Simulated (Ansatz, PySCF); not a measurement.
H₃NS₃W, SMILES [S]=[W](=[S])([NH2])[SH], multiplicity 1. Atoms are numbered in the order given.

```xyz
8

W      0.0568     0.0474    -0.1257
S      0.8849     1.5867     1.0926
S      1.0738    -1.8105     0.0714
N      0.1104     0.6297    -1.9561
H      0.2175     1.5986    -2.2459
H      0.1491    -0.0052    -2.7504
S     -2.1347    -0.4247     0.5462
H     -2.5282     0.8698     0.6260
```
Charge 0, spin multiplicity 1.

Geometry: PBE0-D3(BJ)/def2-SVP. The spin state was assumed, not searched. The structure was generated by enumeration; whether it is a known compound was not checked. The def2 effective core potentials stand for the cores of W; spin–orbit coupling is left out. Other conformers were not sampled.

Vertical ionisation energy (IE) and electron affinity (EA) in eV. Rows of orbital energies are one-electron estimates. Where ΔSCF, EOM or ADC give a negative EA the extra electron is unbound and the value depends on the basis.

```
level                                                                       IE    EA
------------------------------------------------------------------------  ----  ----
−ε(HOMO), −ε(LUMO), ωB97X/def2-TZVP (PySCF)                                [?]   [?]
−ε(HOMO), −ε(LUMO), PBE/def2-TZVP (PySCF)                                 6.18  3.53
ΔSCF, CAM-B3LYP/def2-SVPD (Ansatz), final states of multiplicity 2 and 2  9.22  1.55
ΔSCF, PBE/def2-SVPD (Ansatz), final states of multiplicity 2 and 2        8.82  1.18
```

Task: Complete the blanks. (The exact figures need the calculation; the answer reports its results.)

Result: 
- −ε(HOMO), −ε(LUMO), ωB97X/def2-TZVP (PySCF), IE: 9.46
- −ε(HOMO), −ε(LUMO), ωB97X/def2-TZVP (PySCF), EA: 0.93

Task: What vertical singlet–triplet gap does ΔSCF give with CAM-B3LYP/def2-SVPD (Ansatz, a first-principles code) and with PBE/def2-SVPD (Ansatz)? (The exact figures need the calculation; the answer reports its results.)

Result: 2.44 and 2.57 eV (triplet above singlet where positive).
